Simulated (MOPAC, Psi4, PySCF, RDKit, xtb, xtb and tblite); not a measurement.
Two geometries of SMILES c1ccc(Sc2cccs2)nc1, relaxed at GFN2-xTB with one dihedral held; other torsions can differ between them too.

Structure A

```
19

C      3.1582     0.0912    -0.6605
C      3.0188    -1.0508    -1.4342
C      1.7652    -1.6271    -1.5604
C      0.7119    -1.0141    -0.8989
S     -0.9402    -1.7044    -1.0186
C     -1.6431    -0.5123    -2.0947
C     -2.9739    -0.2878    -2.2782
C     -3.2232     0.6997    -3.2565
C     -2.0886     1.2074    -3.7970
S     -0.6717     0.4828    -3.1361
N      0.8357     0.0582    -0.1456
C      2.0316     0.6058    -0.0354
H      4.1177     0.5693    -0.5414
H      3.8713    -1.4865    -1.9345
H      1.5987    -2.5129    -2.1519
H     -3.7372    -0.8070    -1.7291
H     -4.2107     1.0209    -3.5351
H     -1.9809     1.9699    -4.5420
H      2.0814     1.4896     0.5862
```

Structure B

```
19

C      3.2534    -0.0351    -0.6322
C      2.9509    -1.2747    -1.1792
C      1.6268    -1.6367    -1.3421
C      0.6562    -0.7168    -0.9568
S     -1.0783    -1.0652    -1.1045
C     -1.0991    -2.1036    -2.5216
C     -1.7680    -3.2838    -2.6482
C     -1.6638    -3.8309    -3.9453
C     -0.9252    -3.0597    -4.7825
S     -0.3529    -1.6273    -4.0217
N      0.9345     0.4584    -0.4254
C      2.2022     0.7890    -0.2628
H      4.2757     0.2777    -0.4919
H      3.7373    -1.9570    -1.4676
H      1.3523    -2.5989    -1.7454
H     -2.3036    -3.7412    -1.8369
H     -2.1117    -4.7645    -4.2340
H     -0.6716    -3.2412    -5.8079
H      2.3725     1.7618     0.1785
```

Task: Which is lower in energy at the level PBE0-D3(BJ)/def2-SVP // GFN2-xTB run with Psi4, and by how much?

Result: B is lower, by 3.59 kcal/mol (dihedral N11–C4–S5–C6: 75° in A, 150° in B).

E(B) − E(A) in kcal/mol at the other levels, on the same two geometries: GFN2-xTB (xtb and tblite) -1.21; MMFF94 // GFN2-xTB (RDKit) 0.42; PBE0/def2-SVP // GFN2-xTB (Psi4) -3.63; PBE/def2-SVP // GFN2-xTB (Psi4) -3.94; PBE-D3(BJ)/def2-SVP // GFN2-xTB (Psi4) -3.92; UFF // GFN2-xTB (RDKit) 3.12; PM3, restricted, heats of formation // GFN2-xTB (MOPAC) -2.58; PM7, restricted, heats of formation // GFN2-xTB (MOPAC) -1.38; GFN1-xTB // GFN2-xTB (xtb) -1.97; restricted B3LYP/6-31G*, spherical d, density fitting // GFN2-xTB (PySCF) -3.77.
